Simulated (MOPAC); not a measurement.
A run for MOPAC: PM3 on C2H8Ge (SMILES C[CH2][GeH3]), a point of a torsion scan.

```
PM3 1SCF PRECISE CHARGE=0 THREADS=1
C2H8Ge

C     -1.33225318 1     0.57306022 1     0.18278747 1
C     -0.36761047 1    -0.60078279 1    -0.03538123 1
Ge    -0.72921683 1    -1.60007853 1    -1.69938627 1
H     -2.05655451 1     0.65097636 1    -0.62797363 1
H     -0.79510416 1     1.51701882 1     0.23368167 1
H     -1.88927255 1     0.45540968 1     1.10909848 1
H     -0.42055102 1    -1.29555682 1     0.80404915 1
H      0.66291733 1    -0.24381959 1    -0.06320979 1
H     -0.63862037 1    -0.70624658 1    -2.89573556 1
H     -2.11268068 1    -2.16969003 1    -1.69802120 1
H      0.22959203 1    -2.73170695 1    -1.90136192 1
```

Output:

```
*******************************************************************************
 **                                                                           **
 **                              MOPAC v23.2.5                                **
 **                                                                           **
 *******************************************************************************
 ** MOPAC's Digital Object Identifier: https://doi.org/10.5281/zenodo.6511958 **
 **                                                                           **
 ** Please cite the open-source release paper for use of this MOPAC version:  **
 ** J. E. Moussa and J. J. P. Stewart (2026)                                  **
 ** MOPAC: An open-source semiempirical molecular orbital program             **
 ** J. Open Source Softw., 11(119), 8025, https://doi.org/10.21105/joss.08025 **
 *******************************************************************************

                              PM3 CALCULATION RESULTS

 *******************************************************************************
 *  PM3        - The PM3 Hamiltonian to be used
 *
 *
 *
 *                 CHARGE ON SYSTEM = 0
 *
 *
 *
 *  PRECISE    - TIGHTER CRITERIA TO BE USED
 *  1SCF       - DO 1 SCF AND THEN STOP
 *  THREADS=1  - MULTI-THREADING NOT USED
 *  T=         - A TIME OF 172800.0 SECONDS REQUESTED
 *  DUMP=N     - RESTART FILE WRITTEN EVERY 7200.0 SECONDS REQUESTED
 *******************************************************************************
PM3 1SCF PRECISE CHARGE=0 THREADS=1
 C2H8Ge

   ATOM   CHEMICAL          X               Y               Z
  NUMBER   SYMBOL      (ANGSTROMS)     (ANGSTROMS)     (ANGSTROMS)

     1       C         -1.33225318  *   0.57306022  *   0.18278747  *
     2       C         -0.36761047  *  -0.60078279  *  -0.03538123  *
     3      Ge         -0.72921683  *  -1.60007853  *  -1.69938627  *
     4       H         -2.05655451  *   0.65097636  *  -0.62797363  *
     5       H         -0.79510416  *   1.51701882  *   0.23368167  *
     6       H         -1.88927255  *   0.45540968  *   1.10909848  *
     7       H         -0.42055102  *  -1.29555682  *   0.80404915  *
     8       H          0.66291733  *  -0.24381959  *  -0.06320979  *
     9       H         -0.63862037  *  -0.70624658  *  -2.89573556  *
    10       H         -2.11268068  *  -2.16969003  *  -1.69802120  *
    11       H          0.22959203  *  -2.73170695  *  -1.90136192  *



          CARTESIAN COORDINATES

    NO.       ATOM           X           Y           Z

     1         C         -1.3323      0.5731      0.1828
     2         C         -0.3676     -0.6008     -0.0354
     3        Ge         -0.7292     -1.6001     -1.6994
     4         H         -2.0566      0.6510     -0.6280
     5         H         -0.7951      1.5170      0.2337
     6         H         -1.8893      0.4554      1.1091
     7         H         -0.4206     -1.2956      0.8040
     8         H          0.6629     -0.2438     -0.0632
     9         H         -0.6386     -0.7062     -2.8957
    10         H         -2.1127     -2.1697     -1.6980
    11         H          0.2296     -2.7317     -1.9014

  H: (PM3): J. J. P. STEWART, J. COMP. CHEM. 10, 209 (1989).
  C: (PM3): J. J. P. STEWART, J. COMP. CHEM. 10, 209 (1989).
 Ge: (PM3): J. J. P. STEWART, J. COMP. CHEM. 12, 320-341 (1991).

           Empirical Formula: C2 H8 Ge  =    11 atoms



      MOLECULAR POINT GROUP   :   Cs


      RHF CALCULATION, NO. OF DOUBLY OCCUPIED LEVELS = 10


 -------------------------------------------------------------------------------
 PM3 1SCF PRECISE CHARGE=0 THREADS=1
 C2H8Ge



     1SCF WAS SPECIFIED, SO BFGS WAS NOT USED
     SCF FIELD WAS ACHIEVED


                              PM3 CALCULATION
                                                       MOPAC v23.2.5 Linux




          FINAL HEAT OF FORMATION =         14.02279 KCAL/MOL =      58.67135 KJ/MOL


          COSMO AREA              =        116.17 SQUARE ANGSTROMS
          COSMO VOLUME            =        105.26 CUBIC ANGSTROMS

          IONIZATION POTENTIAL    =         10.906549 EV
          HOMO LUMO ENERGIES (EV) =        -10.907  0.165
          NO. OF FILLED LEVELS    =         10
          MOLECULAR WEIGHT        =        104.6752         POINT GROUP:  Cs

          MOLECULAR DIMENSIONS (Angstroms)

            Atom       Atom       Distance
            H    11    H     6     4.86931
            H     8    H    10     3.59924
            H     9    H     7     3.13366


          SCF CALCULATIONS        =          1





   ATOM   CHEMICAL          X               Y               Z
  NUMBER   SYMBOL      (ANGSTROMS)     (ANGSTROMS)     (ANGSTROMS)

     1       C         -1.33225318  *   0.57306022  *   0.18278747  *
     2       C         -0.36761047  *  -0.60078279  *  -0.03538123  *
     3      Ge         -0.72921683  *  -1.60007853  *  -1.69938627  *
     4       H         -2.05655451  *   0.65097636  *  -0.62797363  *
     5       H         -0.79510416  *   1.51701882  *   0.23368167  *
     6       H         -1.88927255  *   0.45540968  *   1.10909848  *
     7       H         -0.42055102  *  -1.29555682  *   0.80404915  *
     8       H          0.66291733  *  -0.24381959  *  -0.06320979  *
     9       H         -0.63862037  *  -0.70624658  *  -2.89573556  *
    10       H         -2.11268068  *  -2.16969003  *  -1.69802120  *
    11       H          0.22959203  *  -2.73170695  *  -1.90136192  *

                             CARTESIAN COORDINATES

   1    C       -1.332253180     0.573060220     0.182787470
   2    C       -0.367610470    -0.600782790    -0.035381230
   3   Ge       -0.729216830    -1.600078530    -1.699386270
   4    H       -2.056554510     0.650976360    -0.627973630
   5    H       -0.795104160     1.517018820     0.233681670
   6    H       -1.889272550     0.455409680     1.109098480
   7    H       -0.420551020    -1.295556820     0.804049150
   8    H        0.662917330    -0.243819590    -0.063209790
   9    H       -0.638620370    -0.706246580    -2.895735560
  10    H       -2.112680680    -2.169690030    -1.698021200
  11    H        0.229592030    -2.731706950    -1.901361920


           Empirical Formula: C2 H8 Ge  =    11 atoms



      MOLECULAR POINT GROUP   :   Cs


                  EIGENVALUES
 -33.60778 -22.69459 -15.86342 -15.47453 -14.64444 -13.48339 -12.54394 -11.86528
 -11.46498 -10.90655   0.16477   0.51218   0.54345   3.64368   3.94993   4.04032
   4.25540   4.65802   4.84260   4.93352


              NET ATOMIC CHARGES AND DIPOLE CONTRIBUTIONS

  ATOM NO.   TYPE          CHARGE      No. of ELECS.   s-Pop       p-Pop
    1          C          -0.091158        4.0912     1.13372     2.95744
    2          C          -0.213773        4.2138     1.18431     3.02946
    3         Ge           0.290563        3.7094     0.67337     3.03607
    4          H           0.040638        0.9594     0.95936
    5          H           0.036074        0.9639     0.96393
    6          H           0.036073        0.9639     0.96393
    7          H           0.060978        0.9390     0.93902
    8          H           0.060968        0.9390     0.93903
    9          H          -0.071800        1.0718     1.07180
   10          H          -0.071865        1.0719     1.07187
   11          H          -0.076699        1.0767     1.07670
 DIPOLE           X         Y         Z       TOTAL
 POINT-CHG.     0.012     0.150     0.197     0.248
 HYBRID         0.021     0.036     0.070     0.081
 SUM            0.033     0.186     0.267     0.327


          ATOMIC ORBITAL ELECTRON POPULATIONS

     Atom    s        px        py        pz
    1  C   1.13372   0.98371   0.96652   1.00720
    2  C   1.18431   1.01111   1.00496   1.01339
    3 Ge   0.67337   1.02785   1.01362   0.99460
    4  H   0.95936
    5  H   0.96393
    6  H   0.96393
    7  H   0.93902
    8  H   0.93903
    9  H   1.07180
   10  H   1.07187
   11  H   1.07670

 **********************
 *                    *
 * JOB ENDED NORMALLY *
 *                    *
 **********************




 == MOPAC DONE ==
```

The run finished.

Cost: roughly 0.010 core-seconds.
